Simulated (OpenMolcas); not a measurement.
# OpenMolcas run: Pm³⁺

Input:

```
&GATEWAY
Coord
1

Pm 0.0 0.0 0.0
Basis=ANO-R2
Group=XYZ
NoMove
AngMom=0.0 0.0 0.0
AMFI
&SEWARD
&RASSCF
FileOrb=start.orb
Symmetry=1
Spin=5
nActEl=4 0 0
Inactive=15 12
Ras2=0 7
CIRoot=35 35 1
SDav=35
CIMx=300
Iter=120 100
PrWF=0.3
OrbListing=Nothing
MaxOrb=0
Atom
>>> COPY $Project.JobIph JOB001
&RASSCF
FileOrb=start.orb
Symmetry=1
Spin=3
nActEl=4 0 0
Inactive=15 12
Ras2=0 7
CIRoot=210 210 1
SDav=210
CIMx=300
Iter=120 100
PrWF=0.3
OrbListing=Nothing
MaxOrb=0
Atom
>>> COPY $Project.JobIph JOB002
&RASSCF
FileOrb=start.orb
Symmetry=1
Spin=1
nActEl=4 0 0
Inactive=15 12
Ras2=0 7
CIRoot=196 196 1
SDav=196
CIMx=300
Iter=120 100
PrWF=0.3
OrbListing=Nothing
MaxOrb=0
Atom
>>> COPY $Project.JobIph JOB003
&RASSI
NrOfJobIphs=3 30 86 22
1 2 3 4 5 6 7 8 9 10 11 12 13 14 15 16 17 18 19 20 21 22 23 24 25 26 27
28 29 30
1 2 3 4 5 6 7 8 9 10 11 12 13 14 15 16 17 18 19 20 21 22 23 24 25 26 27
28 29 30 31 32 33 34 35 36 37 38 39 40 41 42 43 44 45 46 47 48 49 50 51
52 53 54 55 56 57 58 59 60 61 62 63 64 65 66 67 68 69 70 71 72 73 74 75
76 77 78 79 80 81 82 83 84 85 86
1 2 3 4 5 6 7 8 9 10 11 12 13 14 15 16 17 18 19 20 21 22
IphNames
JOB001
JOB002
JOB003
EJob
SpinOrbit
DIPRint=1.0
SOCoupling=1000.0
Subsets=2
MEES
Property=10
'ANGMOM' 1 'ANGMOM' 2 'ANGMOM' 3 'MLTPL  1' 1 'MLTPL  1' 2 'MLTPL  1' 3
'AMFI' 1 'AMFI' 2 'AMFI' 3 'MLTPL  2' 6
SOProperty=3
'ANGMOM' 1 'ANGMOM' 2 'ANGMOM' 3
```

Launched by
```bash
OMP_NUM_THREADS=1 MOLCAS_MEM=2252 MOLCAS_PROJECT=a pymolcas a.inp > a.log  # once for each step of the input, in one work folder
```

A driver script runs the steps one by one and writes start.orb anew before each from the orbitals found so far.

Output, cut to the results:

```
--- SEWARD ---
Basis set label: PM.ANO-R...8S6P4D4F1G.

      Electronic valence basis set:
      ------------------
      Associated Effective Charge  61.000000 au
      Associated Actual Charge     61.000000 au
      Nuclear Model: Finite nucleus - Gaussian distribution
        Gaussian exponent, Xi/bohr**(-2):  1.70600E+08

      Shell  nPrim  nBasis  Cartesian Spherical Contaminant
         s      25       8        X
         p      19       6        X
         d      12       4                 X
         f      10       4                 X
         g       5       1                 X
                  Relativistic X2C integrals
                  Atomic mean-field integrals
--- RASSCF ---
Wave function specifications:
      -----------------------------

      Number of closed shell electrons          54
      Number of electrons in active shells       4
      Max number of holes in RAS1 space          0
      Max nr of electrons in RAS3 space          0
      Number of inactive orbitals               27
      Number of active orbitals                  7
      Number of secondary orbitals              49
      Spin quantum number                      2.0
      State symmetry                             1
Orbital specifications:
      -----------------------

      Symmetry species                           1   2
                                                ag  au
      Frozen orbitals                            0   0
      Inactive orbitals                         15  12
      Active orbitals                            0   7
      RAS1 orbitals                              0   0
      RAS2 orbitals                              0   7
      RAS3 orbitals                              0   0
      Secondary orbitals                        22  27
      Deleted orbitals                           0   0
      Number of basis functions                 37  46
      Number of CSFs                            35
      Number of root(s) required                35
      Iter CI   SX   CI       RASSCF       Energy    max ROT     max BLB   max BLB  Level Ln srch  Step   QN
          iter iter root      energy       change     param      element    value   shift minimum  type update
 Nr of preliminary CI iterations:   1
      Total energies have been shifted. Add               -10000.00 au
        1   1   10    0   -14.75299220    0.00E+00   9.01E-02   10  20 2  2.29E-01*  0.00   0.00    SX    NO
        2   1   11    0   -14.81415234   -6.12E-02* -9.78E-02   13  27 1  1.48E-01*  0.00   0.00    SX    NO
        3   1   10    0   -14.81563375   -1.48E-03* -9.15E-02   12  26 1 -1.21E-01*  0.00   0.00    SX    NO
        4   1   10    0   -14.82670361   -1.11E-02* -8.74E-02   12  26 1  1.04E-01*  0.00   0.00    SX    NO
        5   1   10    0   -14.82252799    4.18E-03* -2.65E-02   10  24 1 -9.50E-02*  0.00   0.49    LS   YES
        6   1   10    0   -14.84360487   -2.11E-02* -3.19E-02   10  24 1 -3.30E-02*  0.00   1.70    SX   YES
        7   1    9    0   -14.84671382   -3.11E-03*  1.08E-02   13  27 1  2.08E-02*  0.00   0.64    QN   YES
        8   1    8    0   -14.84812751   -1.41E-03* -8.24E-04   15  18 1 -1.47E-03*  0.00   0.99    QN   YES
        9   1    8    0   -14.84813115   -3.64E-06* -3.05E-04   12  26 1 -6.48E-04*  0.00   0.66    QN   YES
       10   1    7    0   -14.84813276   -1.61E-06* -1.17E-05   15  17 1  2.50E-05   0.00   1.01    QN   YES
       11   1    5    0   -14.84813277   -2.70E-09   1.84E-06    9  18 1  8.42E-06   0.00   0.92    QN   YES
      Convergence after 11 iterations
       12   1    5    0   -14.84813277   -9.46E-11   1.84E-06    2  18 1  4.14E-07   0.00   0.92    QN   YES
      Natural orbitals and occupation numbers for root  1
      sym 2:   0.120424   0.291829   0.730942   0.896207   0.911904   0.699447   0.349246
      Natural orbitals and occupation numbers for root  2
      sym 2:   0.943776   0.673712   0.208942   0.357752   0.810869   0.401203   0.603746
      Natural orbitals and occupation numbers for root  3
      sym 2:   0.699058   0.259131   0.202187   0.852699   0.773751   0.907834   0.305340
::    RASSCF root number  1 Total energy: -10014.91720534
::    RASSCF root number  2 Total energy: -10014.91720534
::    RASSCF root number  3 Total energy: -10014.91720534
::    RASSCF root number  4 Total energy: -10014.91720534
::    RASSCF root number  5 Total energy: -10014.91720534
::    RASSCF root number  6 Total energy: -10014.91720534
...
--- RASSI ---
SPIN-FREE ENERGIES:
  (Shifted by EMIN (a.u.) =     -10014.9172053363)

 SF State       Relative EMIN(au)   Rel lowest level(eV)    D:o, cm**(-1)      L_eff

     1             0.0000000000        0.0000000000              0.0000         6.0
     2             0.0000000000        0.0000000000              0.0000         6.0
     3             0.0000000000        0.0000000000              0.0000         6.0
     4             0.0000000000        0.0000000000              0.0000         6.0
     5             0.0000000000        0.0000000000              0.0000         6.0
     6             0.0000000000        0.0000000000              0.0000         6.0
     7             0.0000000000        0.0000000000              0.0000         6.0
     8             0.0000000000        0.0000000000              0.0000         6.0
     9             0.0000000000        0.0000000000              0.0000         6.0
    10             0.0000000000        0.0000000000              0.0000         6.0
    11             0.0000000000        0.0000000000              0.0000         6.0
    12             0.0000000000        0.0000000000              0.0000         6.0
    13             0.0000000000        0.0000000000              0.0000         6.0
    14             0.0690725699        1.8795603785          15159.6768         2.5
    15             0.0690725699        1.8795603785          15159.6768         3.0
    16             0.0690725699        1.8795603785          15159.6768         3.0
    17             0.0690725699        1.8795603785          15159.6768         2.8
    18             0.0690725699        1.8795603785          15159.6768         1.9
    19             0.0690725699        1.8795603785          15159.6768         3.0
    20             0.0690725699        1.8795603785          15159.6768         2.9
    21             0.0690725699        1.8795603785          15159.6768         2.9
...
```

Levels above the lowest, from the spin-orbit matrix, grouped by J:

```json
{"Configuration": "4f4", "Term": "5I", "J": "4", "E (eV)": "0.0000", "g": "0.603", "Term weight %": "98", "Second": ""}
{"Configuration": "4f4", "Term": "5I", "J": "5", "E (eV)": "0.1955", "g": "0.901", "Term weight %": "99", "Second": ""}
{"Configuration": "4f4", "Term": "5I", "J": "6", "E (eV)": "0.4138", "g": "1.071", "Term weight %": "99", "Second": ""}
{"Configuration": "4f4", "Term": "5I", "J": "7", "E (eV)": "0.6460", "g": "1.177", "Term weight %": "99", "Second": ""}
{"Configuration": "4f4", "Term": "5I", "J": "8", "E (eV)": "0.8837", "g": "1.247", "Term weight %": "97", "Second": "3 3K"}
{"Configuration": "4f4", "Term": "5F", "J": "1", "E (eV)": "2.0666", "g": "0.019", "Term weight %": "96", "Second": "4 3D"}
{"Configuration": "4f4", "Term": "5F", "J": "2", "E (eV)": "2.1498", "g": "1.008", "Term weight %": "96", "Second": "3 3D"}
{"Configuration": "4f4", "Term": "5F", "J": "3", "E (eV)": "2.2697", "g": "1.246", "Term weight %": "97", "Second": ""}
{"Configuration": "4f4", "Term": "5S", "J": "2", "E (eV)": "2.3415", "g": "1.976", "Term weight %": "95", "Second": "4 3P"}
{"Configuration": "4f4", "Term": "5F", "J": "4", "E (eV)": "2.4003", "g": "1.337", "Term weight %": "95", "Second": "3 3G"}
{"Configuration": "4f4", "Term": "3K", "J": "6", "E (eV)": "2.5373", "g": "0.858", "Term weight %": "100", "Second": ""}
{"Configuration": "4f4", "Term": "5F", "J": "5", "E (eV)": "2.5573", "g": "1.388", "Term weight %": "94", "Second": "5 3G"}
{"Configuration": "4f4", "Term": "3K", "J": "7", "E (eV)": "2.7102", "g": "1.006", "Term weight %": "89", "Second": "10 3L"}
{"Configuration": "4f4", "Term": "3K", "J": "8", "E (eV)": "2.9164", "g": "1.107", "Term weight %": "80", "Second": "10 3L"}
{"Configuration": "4f4", "Term": "3H", "J": "4", "E (eV)": "2.9762", "g": "0.907", "Term weight %": "63", "Second": "22 3G"}
{"Configuration": "4f4", "Term": "5G", "J": "3", "E (eV)": "3.0837", "g": "0.857", "Term weight %": "58", "Second": "40 3G"}
{"Configuration": "4f4", "Term": "5G", "J": "2", "E (eV)": "3.1239", "g": "0.338", "Term weight %": "98", "Second": ""}
{"Configuration": "4f4", "Term": "3H", "J": "5", "E (eV)": "3.2022", "g": "1.110", "Term weight %": "63", "Second": "16 5G"}
```

High states are left out of the spin-orbit mixing, which shifts the levels that they would mix with. Without dynamic correlation excited terms often stand tens of per cent too high (terms of higher spin than the ground term too low), and those without a measured partner can miss by more than the paired ones. Levels of configurations outside the active space are missing. The first state left out of the spin-orbit step lies near 33000 cm-1 above the lowest spin-free state of the reference (among the parities and spins computed), and the list stops at four fifths of that energy or lower.

The RASSCF and RASSI steps took 2.6 min on 1 thread of Intel(R) Xeon(R) Platinum 8375C CPU @ 2.90GHz (Ice Lake), on a shared host; the integral step is not counted.

The term weight is that of the spin-free term in the level, not the purity of its configuration.
